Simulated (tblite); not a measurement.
C4H9B2Cl.
Atom-mapped SMILES: `[Cl:1][B:2]1[BH:3][CH2:4][CH2:5][CH2:6][CH2:7]1` (hydrogens: H8 on B3; H9, H10 on C4; H11, H12 on C5; H13, H14 on C6; H15, H16 on C7)

Computed with GFN2-xTB (tblite), gas phase: L-BFGS steps from a force-field or distance-geometry start until the largest atomic force falls under 0.01 eV/Å.

Step 10: E = -548.8746 eV
```
atom  x, y, z in Å  |  force x, y, z in eV/Å
Cl1     3.1591    1.0013    0.7395    0.095  -0.017  -0.019
B2      1.5381    0.5799    0.3777   -0.054   0.010   0.046
B3      0.2064    1.5537    0.7408    0.041   0.002  -0.002
C4     -1.1942    0.9825    0.3151    0.044  -0.005   0.049
C5     -1.2389   -0.5279    0.0455   -0.025  -0.005  -0.031
C6     -0.1181   -1.0021   -0.8786    0.003  -0.018   0.009
C7      1.2732   -0.8555   -0.2464    0.006   0.033   0.021
H8      0.2422    2.6091    1.2591   -0.033  -0.040  -0.055
H9     -1.9996    1.2473    1.0048   -0.018  -0.001  -0.028
H10    -1.4363    1.5039   -0.6211   -0.007  -0.015   0.017
H11    -1.1760   -1.0680    0.9942    0.022   0.041  -0.021
H12    -2.1964   -0.7823   -0.4145   -0.049  -0.039   0.022
H13    -0.2860   -2.0534   -1.1272   -0.034   0.022  -0.050
H14    -0.1603   -0.4283   -1.8090    0.033  -0.022   0.043
H15     2.0295   -1.1745   -0.9695    0.006   0.044   0.018
H16     1.3499   -1.5768    0.5784   -0.031   0.011  -0.020
```

Step 11: E = -548.8758 eV
```
atom  x, y, z in Å  |  force x, y, z in eV/Å
Cl1     3.1622    0.9969    0.7369    0.091  -0.005  -0.017
B2      1.5391    0.5813    0.3779   -0.053  -0.017   0.061
B3      0.2075    1.5527    0.7431   -0.002   0.037  -0.017
C4     -1.1939    0.9822    0.3156    0.045  -0.001   0.058
C5     -1.2386   -0.5274    0.0445   -0.041  -0.015  -0.017
C6     -0.1174   -1.0028   -0.8774   -0.018  -0.008  -0.019
C7      1.2730   -0.8543   -0.2449    0.002   0.005   0.011
H8      0.2372    2.6111    1.2567   -0.016  -0.054  -0.051
H9     -2.0009    1.2473    1.0043    0.005  -0.010  -0.036
H10    -1.4362    1.5031   -0.6204   -0.002   0.000   0.005
H11    -1.1739   -1.0659    0.9926    0.015   0.015   0.018
H12    -2.1971   -0.7831   -0.4134   -0.037  -0.033   0.016
H13    -0.2874   -2.0531   -1.1300   -0.018   0.027  -0.027
H14    -0.1588   -0.4287   -1.8064    0.032   0.002   0.004
H15     2.0294   -1.1722   -0.9679    0.014   0.039   0.009
H16     1.3484   -1.5782    0.5772   -0.019   0.016   0.000
```

Step 12: E = -548.8767 eV
```
atom  x, y, z in Å  |  force x, y, z in eV/Å
Cl1     3.1661    0.9931    0.7343    0.061  -0.001  -0.017
B2      1.5390    0.5821    0.3797   -0.015  -0.033   0.061
B3      0.2084    1.5526    0.7443   -0.032   0.037  -0.023
C4     -1.1929    0.9819    0.3167    0.020  -0.006   0.030
C5     -1.2388   -0.5272    0.0435   -0.038  -0.020   0.005
C6     -0.1170   -1.0033   -0.8766   -0.030   0.008  -0.033
C7      1.2727   -0.8531   -0.2436   -0.010  -0.015   0.002
H8      0.2326    2.6119    1.2540    0.000  -0.034  -0.037
H9     -2.0020    1.2472    1.0033    0.019  -0.013  -0.028
H10    -1.4360    1.5023   -0.6192    0.008   0.011   0.001
H11    -1.1720   -1.0640    0.9915    0.008  -0.008   0.043
H12    -2.1984   -0.7844   -0.4121   -0.023  -0.022   0.013
H13    -0.2889   -2.0524   -1.1328   -0.004   0.020  -0.010
H14    -0.1569   -0.4289   -1.8041    0.028   0.026  -0.033
H15     2.0296   -1.1697   -0.9664    0.017   0.038   0.005
H16     1.3470   -1.5789    0.5762   -0.008   0.013   0.020
```

**Question.** Estimate the geometry and energy of step 13. (The exact step hangs on the optimiser's Hessian estimate; all steps are aligned on step 12, rigid shifts and turns removed.)

**Answer.** E = -548.8773 eV, largest force 0.066 eV/Å
```
atom  x, y, z in Å  |  force x, y, z in eV/Å
Cl1     3.1698    0.9900    0.7318    0.021  -0.002  -0.017
B2      1.5387    0.5820    0.3823    0.023  -0.036   0.050
B3      0.2086    1.5532    0.7444   -0.035   0.010  -0.023
C4     -1.1918    0.9815    0.3179   -0.009  -0.015  -0.009
C5     -1.2395   -0.5274    0.0431   -0.021  -0.019   0.020
C6     -0.1172   -1.0034   -0.8766   -0.027   0.021  -0.031
C7      1.2722   -0.8525   -0.2426   -0.019  -0.019  -0.001
H8      0.2291    2.6121    1.2515    0.010   0.000  -0.023
H9     -2.0025    1.2468    1.0021    0.019  -0.010  -0.012
H10    -1.4356    1.5019   -0.6182    0.016   0.014   0.000
H11    -1.1705   -1.0628    0.9916    0.001  -0.021   0.047
H12    -2.1997   -0.7857   -0.4111   -0.012  -0.013   0.015
H13    -0.2900   -2.0516   -1.1350    0.003   0.010  -0.003
H14    -0.1551   -0.4284   -1.8032    0.020   0.039  -0.050
H15     2.0301   -1.1674   -0.9653    0.013   0.036   0.006
H16     1.3458   -1.5793    0.5758   -0.002   0.006   0.030
```

The energy changes by -0.0007 eV. The first-order estimate −F·Δx gives -0.0009 eV and the mean of the old and new forces, exact on a quadratic surface, -0.0007 eV. The step makes an angle of 57° with the force vector and moves no atom by more than 0.005 Å.

The cost below is that of the whole relaxation. The run took 1.1 s on Arm Neoverse N1, one thread, shared host.
